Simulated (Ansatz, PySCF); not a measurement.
HSZn (SMILES [SH][Zn]), doublet, at a GFN2-xTB geometry (such geometries of metal compounds can be far from the true shape) (the spin is typed, not shown lowest), with bond 3-2 at 1.8 times its length. Base run: PySCF with CASSCF(5,5)/def2-SVP.

PySCF was given this input:
```python
from pyscf import gto, scf, mcscf
import numpy

mol = gto.M(
    atom='''
Zn   -0.427563   -0.703365   -0.307085
S     0.705798    1.281730    0.496629
H     2.196777    0.042496    1.882339
''',
    basis='def2-svp',
    charge=0,
    spin=1,
    verbose=4,
)

mf = scf.ROHF(mol)
mf.kernel()
mc = mcscf.CASSCF(mf, 5, 5)
mc.fix_spin_(ss=0.75)
mc.kernel()
occ = numpy.linalg.eigvalsh(mc.fcisolver.make_rdm1(mc.ci, mc.ncas, mc.nelecas))[::-1]
ss = mc.fcisolver.spin_square(mc.ci, mc.ncas, mc.nelecas)[0]
print('natural occupations', occ.round(4), ' <S^2>', round(ss, 4))
```

Programs used: Ansatz (a program for electronic structure), PySCF; a row that names a program was run with it.

Variants of this job, named by their change:

```csv
change,ΔE vs base (kcal/mol),natural occupations,<S^2> of the state,outcome
base,0.000,1.98 1.68 1.00 0.32 0.02,0.75,converged
orbitals = fixed (CASCI); correction = SC-NEVPT2,-277.7,2.00 1.73 1.00 0.27 0.00,0.75,converged
"active space = 7 electrons, 9 orbitals",-22.54,1.98 1.97 1.67 1.00 0.32 0.02 0.01 0.01 0.01,0.75,converged
orbitals = fixed (CASCI),17.25,2.00 1.73 1.00 0.27 0.00,0.75,converged
conv_tol = 1e-5,1.89,1.99 1.68 1.00 0.32 0.01,0.75,converged
"active space = 7 electrons, 5 orbitals",7.49,2.00 2.00 1.68 1.00 0.32,0.75,converged
fix_spin_ = off,0.000,1.98 1.68 1.00 0.32 0.02,0.75,converged
"code = ansatz; correction = SC-NEVPT2, all electrons",-283.1,-,-,converged
"active space = 3 electrons, 5 orbitals",7.34,1.68 1.00 0.32 0.00 0.00,0.75,converged
"active space = 9 electrons, 8 orbitals",-,-,-,not converged
code = ansatz,0.005,-,-,converged
```

Active orbitals are taken around the Fermi level unless the row says otherwise; CASSCF can end in different local minima, and two programs can end on different orbitals. State-averaged rows give the lowest state.

Open shells are given as the SCF converged; they aren't shown to be the lowest states, and a large step between rows can be another state.
